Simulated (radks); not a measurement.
All-electron atom: Kr VII in [Ne] 3s2 3p5 3d10 4s2 4p1 (not the ground configuration).

All-electron calculation, scalar-relativistic Kohn-Sham, LDA (Slater exchange, Perdew-Wang correlation), spin-polarised, spherical densities, finite nucleus; open shells are filled with parallel spins first; Fermi nuclear charge, rms radius 4.1884 fm. Program: a radial shooting solver on a logarithmic mesh with Libxc functionals.

Energy parts (Ry):
part                        energy
total                  -5538.69635
kinetic                 5664.37896
electron-nucleus      -13130.46837
Hartree                 2105.81544
exchange-correlation    -178.42237

Orbitals (lengths in bohr, moments of r in powers of bohr; <r^-3> diverges for s and p1/2; r(max) is where P^2 peaks; r(90%) holds 90 % of the orbital's charge):
orbital  occ.  eigenvalue (Ry)   r(max)       <r^4>  r(90%)  <r^-3>
1s up       1        -1047.849  0.02712  0.00001391  0.0743       -
1s down     1        -1047.768  0.02711  0.00001391  0.0743       -
2s up       1        -145.2933   0.1544    0.002731   0.284       -
2s down     1        -145.2313   0.1544    0.002729   0.284       -
2p up       3        -129.6292   0.1233    0.001968   0.261    1497
2p down     3        -129.5463   0.1233    0.001967   0.261    1496
3s up       1        -27.35723   0.4652      0.1575   0.780       -
3s down     1        -27.20420   0.4654      0.1579   0.780       -
3p up       3        -22.33088   0.4601      0.1817   0.809   229.3
3p down     2        -22.17767   0.4603      0.1823   0.810   228.9
3d up       5        -13.96607   0.4044      0.2418   0.866   28.54
3d down     5        -13.82579   0.4042      0.2426   0.866   28.55
4s up       1         -7.96693    1.216       5.638    1.90       -
4s down     1         -7.83779    1.216       5.706    1.91       -
4p up       1         -6.60779    1.313       8.047    2.09   36.96
4p down     0         -6.48199    1.315       8.222    2.10   36.83

The highest occupied level is 4p up at -89.904 eV. The density falls to 0.001 e/bohr^3 at r = 2.70 bohr. Summed over all electrons, <r^2> = 12.33 bohr^2, which gives a Langevin (diamagnetic) susceptibility term of -9.77 x 10^-6 cm^3/mol. The electron density at the nucleus is 4.997e+04 e/bohr^3 (large components only). The spin density at the nucleus is -0.716 e/bohr^3 (1s -1.729, 2s 0.245, 3s 0.781, 4s -0.013).
